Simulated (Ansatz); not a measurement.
Basis-set extrapolation for AlH9N2Si2 (PBE0-D4/def2-TZVP geometry, frozen core, the Gaussian-basis code of Ansatz). Multiplicity 1, RHF reference.

```
                      def2-TZVPP   def2-QZVPP
                 HF  -934.135409  -934.167277
    MP2 correlation    -0.760207    -0.815012
CCSD(T) correlation    -0.850486      not run
```

Energies in hartree. Use E(X) = E(∞) + A·exp(−7.88·√X) for Hartree–Fock and E(X) = E(∞) + B·X^(−2.97) for correlation, with X = 3 and 4, and add CCSD(T) minus MP2 of the smaller set to the MP2 limit.

**Question.** What is the CCSD(T) energy at the basis-set limit?

**Answer.** HF limit: -934.167277 + (-0.031868) × 0.13774 = -934.17167. MP2 limit: -0.815012 + (-0.054805) × 0.74074 = -0.85561. Higher-order term: -0.850486 − (-0.760207) = -0.09028. Total: -935.11756 hartree, 82.6 kcal/mol below CCSD(T)/def2-TZVPP.
